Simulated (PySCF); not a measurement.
FIn, charge +1, doublet, geometry from GFN2-xTB (such geometries of metal compounds can be far from the true shape) (a state made from the parent by changing its charge; the spin is typed, not shown lowest) (all electrons, no relativity), with bond 2-1 at 1.6 times its length. Base run: M062X/STO-3G (PySCF).

Input for PySCF:
```python
from pyscf import gto, scf, dft

mol = gto.M(
    atom='''
In   -0.000000   -0.000000   -0.354956
F     0.000000    0.000000    3.305031
''',
    basis='sto-3g',
    charge=1,
    spin=1,
    verbose=4,
)

mf = dft.UKS(mol)
mf.xc = 'm062x'
mf.kernel()
mf.analyze()
```

The base run was repeated with changes; each row names its change, and settings that it needs were set with it.

| change | ΔE vs base (mEh) | SCF cycles | <S^2> | outcome |
|---|---|---|---|---|
| base | 0.000 | 11 | 0.750 | converged |
| DIIS = EDIIS | - | 50 | - | not converged |
| diis = off (with mf.max_cycle = 100) | - | 100 | - | not converged |
| DIIS = ADIIS | - | 50 | - | not converged |
| diis_space = 12 | 0.000 | 12 | 0.750 | converged |
| conv_tol_grad = 1e-7 | 0.000 | 13 | 0.750 | converged |
| level_shift = 0.3 (with mf.max_cycle = 100) | 0.062 | 16 | 0.750 | converged |
| conv_tol = 1e-12 | 0.000 | 16 | 0.750 | converged |
| diis = off; damp = 0.3 (with mf.diis_start_cycle = 200; with mf.max_cycle = 150) | - | 150 | - | not converged |
| init_guess = sap | 0.083 | 38 | 0.750 | converged |
| diis_space = 2 | 0.000 | 29 | 0.750 | converged |
| init_guess = 1e | - | 50 | - | not converged |
| diis_space = 4 | 0.000 | 12 | 0.750 | converged |

Open shells are given as the SCF converged; they aren't shown to be the lowest states, and a large step between rows can be another state.
